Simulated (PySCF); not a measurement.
# Exercise with solution: refractive index and permittivity of the vapour

C2H6O2Sn, SMILES [CH](=C)[SnH]([OH])[OH].

The structure is a stationary point at B3LYP-D3(BJ)/def2-SVP. The structure was generated by enumeration; whether it is a known compound was not checked. The def2 effective core potentials stand for the cores of Sn; spin–orbit coupling is left out. The values are those of a single conformer.

HF/def2-TZVP (PySCF) gives a mean static polarisability of 63.5 bohr³ and a dipole moment of 1.64 D. Take an ideal gas at 298.15 K and 0.1 bar, whether or not the substance is that volatile.

Question: Work out n − 1 in the optical limit and the static ε − 1.

Answer: 
Polarisability volume α' = 63.5 × 0.148185 = 9.41 Å³. Number density N = p/kT = 2.43e-6 Å⁻³.
Dilute limit of Lorentz–Lorenz: n − 1 = 2π N α' = 0.00014.
Orientation term of Debye: μ²/(3kT) = 8.098 Å³ × μ²(D²) = 21.78 Å³.
ε − 1 = 4π N (α' + μ²/3kT) = 0.00095. Orientation of the dipole supplies 70 % of the static response; it can't follow optical fields. Vibrational polarisation and dispersion are left out.
